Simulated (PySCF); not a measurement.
Computed shifts of a molecule C₄H₉NSi, PySCF with PBE/pcSseg-1, GIAO, gas phase, atoms alike by connectivity averaged where their shifts nearly agree, in ppm (number of nuclei): ¹³C: 164.4 (1), 128.3 (1), 74.5 (1), 29.6 (1). ²⁹Si: -26.6 (1). ¹⁵N: 46.0 (1). ¹H: 6.32 (2), 6.14 (1), 5.97 (1), 5.13 (1), 1.53 (3), 0.55 (1). References: ¹³C against TMS (σ = 182.0 ppm); ²⁹Si against TMS (σ = 335.4 ppm); ¹⁵N against NH3 (σ = 267.0 ppm); ¹H against TMS (σ = 31.49 ppm), references at their B3LYP-D3(BJ)/def2-TZVP geometries, non-relativistic. Coordinates come from a PBE0-D3(BJ)/def2-SVP optimisation. The values are those of a single conformer.

Question: Pick the molecule that these values belong to.
A. C=C1[SiH2]N[C@H]1C
B. C#C[Si@H](N)CC
C. CC(C)([SiH3])C#N
D. CCN1C=C[SiH2]1

Answer: A, C=C1[SiH2]N[C@H]1C
